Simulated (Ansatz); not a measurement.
Basis-set series for F$_{2}$H$_{2}$HfS$_{2}$, SMILES `[F][Hf]([F])([SH])[SH]`. Charge 0, multiplicity 1. Hf: def2 effective core potential. The geometry is a stationary point of PBE0-D4/def2-TZVP. It is one conformer, not always the lowest.

| functional | basis | functions | energy (Eh) | HOMO (eV) | LUMO (eV) |
| --- | --- | --- | --- | --- | --- |
| PBE0-D4 | def2-SVP | 106 | -1044.67562 | -7.86 | -1.72 |
| PBE0-D4 | def2-TZVPP | 230 | -1045.21528 | -7.86 | -1.69 |
| ωB97M-V | def2-SVP | 106 | -1044.97776 | -9.93 | 0.48 |
| ωB97M-V | def2-TZVPP | 230 | -1045.52139 | -9.98 | 0.47 |

(1) Give the rows for def2-QZVPP. (An estimate is asked.)

Answers

(1) Computed: 
```json
{"functional": "PBE0-D4", "basis": "def2-QZVPP", "functions": "395", "energy (Eh)": "-1045.25071", "HOMO (eV)": "-7.88", "LUMO (eV)": "-1.71"}
{"functional": "ωB97M-V", "basis": "def2-QZVPP", "functions": "395", "energy (Eh)": "-1045.55480", "HOMO (eV)": "-10.00", "LUMO (eV)": "0.23"}
```

Positive LUMOs are unbound and depend on the basis.
